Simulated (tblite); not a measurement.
C5H6F2O3 (charge +1 and doublet state).
Geometry (GFN2-xTB, Å), atoms numbered from 1 in this order:
```
atom  x, y, z in Å
O1    -3.1640    0.1395   -0.3122
C2    -2.0313    0.1225   -0.0180
C3    -1.2367   -1.1783    0.4471
O4    -0.1472   -0.6993    1.0890
C5     0.3035    0.4690    0.4458
O6     0.9943    0.1852   -0.7572
C7     2.2823   -0.2457   -0.6184
F8     3.0276    0.6451    0.0429
F9     2.3260   -1.3881    0.0864
C10   -0.9922    1.2053    0.0404
H11   -1.0257   -1.6332   -0.5418
H12   -1.7980   -1.8676    1.0848
H13    0.9462    1.0086    1.1526
H14    2.7009   -0.4142   -1.6259
H15   -1.2885    1.9674    0.7687
H16   -0.9049    1.6925   -0.9364
```

Computed with GFN2-xTB (tblite): harmonic, unscaled wavenumbers at the GFN2-xTB geometry, gas phase. The method is semi-empirical: single wavenumbers can be off by several per cent or more. One conformer, not necessarily the lowest. Open shells enter through the occupations alone, without spin polarisation, and single modes of such species can be off by tens of per cent.

Harmonic wavenumbers (cm⁻¹): 30.0, 60.2, 98.1, 172.0, 192.8, 289.6, 401.2, 425.9, 447.8, 480.6, 553.4, 576.4, 668.7, 713.7, 743.8, 783.3, 870.0, 897.5, 916.4, 967.0, 985.3, 1021.0, 1029.2, 1042.5, 1084.1, 1096.1, 1133.0, 1151.5, 1201.5, 1210.3, 1214.3, 1241.1, 1285.0, 1335.6, 1344.9, 1885.4, 2773.7, 2880.2, 2940.4, 2952.6, 2967.2, 2972.9.

A = 3429, B = 787.9, C = 712.9 MHz; mass 152.029 u (most abundant isotopes); point group C1, symmetry number 1; spin multiplicity 2.

Task: Zero-point energy?

Result: ½Σν̃ = 23518 cm⁻¹ = 281.34 kJ/mol.

Task: Entropy at 350 K, 1 bar (ideal gas, RRHO, classical rotation)?

Result: Translation 174.85, rotation 125.44, vibration 132.09, spin (R ln 2) 5.76: S = 438.1 J/(mol K).

Task: And Cp and H(350 K) − H(0)?

Result: Cp = 171.36 J/(mol K), of which vibrations give 138.11 (their classical limit is 42 R = 349.2); H(350 K) − H(0) = 35.17 kJ/mol without the zero-point energy, 23.53 from vibrations.

Task: Which modes carry the vibrational entropy at 350 K?

Result: 30.0 cm⁻¹: 25.72; 60.2 cm⁻¹: 19.95; 98.1 cm⁻¹: 15.92; 172.0 cm⁻¹: 11.37; 192.8 cm⁻¹: 10.46; 289.6 cm⁻¹: 7.34 J/(mol K); the other 36 give 41.33 together.

Task: Blend soft modes into free rotors: weight 1/[1 + (100 cm⁻¹/ν̃)⁴] for the oscillator and the rest for a rotor with moment μB/(μ + B), μ = h/(8π²ν), B = 10⁻⁴⁴ kg m². What vibrational entropy results?

Result: 117.65 J/(mol K) in place of 132.09, which changes −T·S at 350 K by +5.05 kJ/mol.

Task: How do the functions run with temperature in this model?

Result: 
```csv
T (K),S (J/(mol K)),Cp (J/(mol K)),H − H(0) (kJ/mol),G − H(0) (kJ/mol),ln q(vib)
100,301.5,71.2,5.33,-24.82,2.05
200,361.6,107.8,14.21,-58.11,4.37
300,413.3,150.6,27.12,-96.89,6.65
500,508.4,222.8,64.96,-189.25,11.29
800,628.0,283.9,142.01,-360.40,18.07
1000,694.1,307.7,201.32,-492.77,22.26
```

q(vib) and H(0) count from the zero-point level.

Task: What must be added to the electronic energy to get the Gibbs energy at 350 K and 1 bar?

Result: ZPE + [H(350 K) − H(0)] − T·S = 281.34 + 35.17 − 153.35 = 163.16 kJ/mol.

Hindered rotation and anharmonicity are outside this model. Other conformers, if any are populated, would add a mixing term that is left out. The structure is chiral; the term R ln 2 for an equal mix with its mirror image is left out.
